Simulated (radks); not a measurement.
Spherical quantum dot in the effective-mass picture: electrons in a hard-walled sphere of radius 1.81, all in effective atomic units (hartree* = m*/eps^2 hartree, bohr* = eps/m* bohr), one dielectric constant everywhere. Calculated with a radial shooting solver with Libxc functionals: non-relativistic Kohn-Sham, LDA (Slater exchange, Perdew-Wang correlation), spin-polarised, spherical densities. Levels are named by radial order and angular momentum (1s, 1p, 1d, 2s, ...), and open shells are averaged over m. Results are scaled to m* = 0.05 and eps = 4.4, for which hartree* = 70.28 meV and bohr* = 4.657 nm.

N = 14, configuration 1s2 1p6 1d(up 5, down 1). This is the lowest configuration that the search found. Occupied and some empty levels:

| level | occupation | eigenvalue (meV) | <r> (nm) |
|---|---|---|---|
| 1s up | 1 | 837.50 | 4.925 |
| 1s down | 1 | 847.06 | 4.899 |
| 1p up | 3 | 916.80 | 5.414 |
| 1p down | 3 | 927.36 | 5.405 |
| 1d up | 5 | 1034.2 | 5.741 |
| 1d down | 1 | 1045.2 | 5.738 |
| 2s up | 0 | 1163.5 | 3.968 |
| 2s down | 0 | 1169.3 | 3.977 |
| 1f up | 0 | 1184.8 | 5.984 |
| 1f down | 0 | 1195.9 | 5.984 |
| 2p up | 0 | 1368.2 | 4.469 |
| 2p down | 0 | 1375.2 | 4.466 |

Energy (meV): total 8358.14, kinetic 3803.4, external 0, Hartree 5314.2, exchange-correlation -759.44.
